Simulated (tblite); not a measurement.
Species: C5H6F3P.
Numbering: `[CH2:1]=[C:2]([CH3:3])[PH:4][C:5]([F:6])=[C:7]([F:8])[F:9]` (hydrogens: H10, H11 on C1; H12, H13, H14 on C3; H15 on P4)

The geometry is computed with GFN2-xTB (gas phase).

Q: Give the optimised bond lengths and angles.

A: 
| bond | length (bohr) |
| --- | --- |
| C1=C2 | 2.504 |
| C2–C3 | 2.827 |
| C2–P4 | 3.485 |
| P4–C5 | 3.474 |
| C5–F6 | 2.548 |
| C5=C7 | 2.510 |
| C7–F8 | 2.504 |
| C7–F9 | 2.512 |
| C1–H10 | 2.038 |
| C1–H11 | 2.036 |
| C3–H12, C3–H13, C3–H14 | 2.058 |
| P4–H15 | 2.636 |

Bonds in one row agree within 0.02 bohr and their mean is given. A selection of angles:
| angle | degrees |
| --- | --- |
| C2–C1–H10 | 121.3 |
| C2–C1–H11 | 122.5 |
| H10–C1–H11 | 116.2 |
| C1–C2–C3 | 124.2 |
| C1–C2–P4 | 121.4 |
| C3–C2–P4 | 114.3 |
| C2–C3–H12 | 109.8 |
| C2–C3–H13 | 110.5 |
| H12–C3–H13 | 107.4 |
| H12–C3–H14 | 109.1 |
| C2–P4–C5 | 96.7 |
| C2–P4–H15 | 96.4 |
| C5–P4–H15 | 93.3 |
| P4–C5–F6 | 114.5 |
| P4–C5–C7 | 127.1 |
| F6–C5–C7 | 118.2 |
| C5–C7–F8 | 126.6 |
| C5–C7–F9 | 122.9 |
| F8–C7–F9 | 110.5 |

Torsions: C1–C2–P4–C5 100° (anticlinal); C2–P4–C5–F6 75° (synclinal); P4–C5–C7–F8 -176° (antiperiplanar). The mirror-image conformer, all signs reversed, is as good.

The C–F distances run from 1.325 Å (C7–F8, drawn single) to 1.349 Å (C5–F6, drawn single), a spread of 0.024 Å. The 3 C–C bonds span 1.325 Å (C1=C2, drawn double) to 1.496 Å (C2–C3, drawn single), a spread of 0.171 Å. Of the pairs four or more bonds apart, F9···H15 is among the closest relative to their van der Waals radii: 2.47 Å, 92 % of the sum of Bondi's values. P4 (phosphine phosphorus) is pyramidal (angles 96.7°, 96.4° and 93.3°, sum 286.4°, 0.86 Å off the plane of its three neighbours).

Point group: C1 (no symmetry element, even within 0.4 Å). Its GFN2-xTB frequencies are all real (lowest 25 cm⁻¹). One conformer, not necessarily the lowest.

Hardware: Arm Neoverse V2, one thread, shared host with 96 logical CPUs at a one-minute load of 54. Cost: 0.37 s wall. That covers the optimisation of the geometry.
